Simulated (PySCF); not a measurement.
Working out the excitation energy of O²⁺

O²⁺ [He] 2s2 2p2 (3P) → O²⁺ [He] 2s2 2p1 3s1 (3P). Calculation: PySCF 2.14, in aug-cc-pVDZ; the non-relativistic Hamiltonian (point nucleus). Frozen: 1s2. Energies in hartree (1 hartree = 27.21139 eV):

```csv
part,O²⁺ (lower),O²⁺ (upper)
UHF,-73.083444,-71.848818
CCSD correlation,-0.079022,-0.092670
(T),-0.000660,-0.001245
```

Task: What does Hartree-Fock give?

Result: (-71.848818) − (-73.083444) = 1.234626 hartree = 33.596 eV.

Task: What do CCSD and CCSD(T) give?

Result: The CCSD correlation energies differ by -0.013648 hartree = -0.371 eV and the triples by -0.000585 hartree = -0.016 eV, so CCSD gives 33.225 eV and CCSD(T) 33.209 eV.

A double-zeta basis recovers only part of the correlation energy.
